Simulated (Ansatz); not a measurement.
Molecule: C$_{2}$H$_{3}$F$_{3}$O$_{2}$Si, net charge 0, singlet state. SMILES: C(C)(O[Si](F)(F)F)=O
Coordinates optimised at B3LYP-D3(BJ)/def2-TZVP (Ansatz, a first-principles code):
```xyz
11

C     -2.9950    -0.0406    -0.1543
C     -1.6103     0.3006     0.2956
O     -1.3036     1.0454     1.1808
O     -0.6588    -0.3600    -0.4461
Si     0.9473    -0.1794    -0.1769
F      1.4249     1.2981    -0.4065
F      1.6598    -1.1003    -1.2326
F      1.3656    -0.6567     1.2587
H     -3.7204     0.4959     0.4497
H     -3.1115     0.2203    -1.2071
H     -3.1520    -1.1168    -0.0682
```
Charge 0, spin multiplicity 1.

Atomisation energy built up term by term with Ansatz (kcal/mol; UHF references for open shells; valence terms freeze the core; atomic spin-orbit terms are left out). CBS(X,Y): correlation extrapolated as X^-3; Hartree-Fock from the larger set.

```tsv
term	basis	kcal/mol
Hartree-Fock	cc-pV(Q+d)Z	883.52
CCSD correlation	CBS(cc-pV(T+d)Z,cc-pV(Q+d)Z)	314.48
(T)	CBS(cc-pV(T+d)Z,cc-pV(Q+d)Z)	25.25
core correlation	cc-pwCVTZ	3.02
scalar relativity (X2C)	cc-pVTZ-DK against cc-pVTZ	-2.43
sum: De		1223.8
```

(T) makes 2.1 % of the CCSD(T) atomisation energy; under 5 % is typical of single-reference molecules.
